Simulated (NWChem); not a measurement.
**Ionisation of CF3**

```
C
F 1 1.3105
F 1 1.3105 2 111.46
F 1 1.3105 2 111.46 3 125.22
```
Charge 0, spin multiplicity 2.

Program: NWChem. All single points use one geometry, from UPBE0/def2-SVP, a minimum by its harmonic frequencies.

Basis set: def2-TZVP. The species with one electron less has spin multiplicity 1 and keeps the geometry of the parent. Δ marks differences of total energies (open shells unrestricted). −ε marks an orbital energy of the parent. That orbital need not have the symmetry of the hole or added electron in the Δ rows. That singlet is a closed-shell solution.

B3LYP has NWChem's definition, with VWN1-RPA local correlation. The structure started from a generated list of species. The unpaired electrons of the parent sit in orbitals of symmetry a' (Cs labels of the run); other states weren't searched. The stability of the SCF solutions was not checked. Open-shell Hartree-Fock references start from PBE0 orbitals.

Question: For the first vertical ionisation energy, −ε(alpha HOMO) of PBE gives 5.96 eV and −ε(alpha HOMO) of B3LYP gives 7.56 eV. What do −ε(alpha HOMO) of TPSS, ΔB3LYP, −ε(alpha HOMO) of HF give?

Answer: −ε(alpha HOMO) of TPSS: 6.24 eV; ΔB3LYP: 11.05 eV; −ε(alpha HOMO) of HF: 13.02 eV.
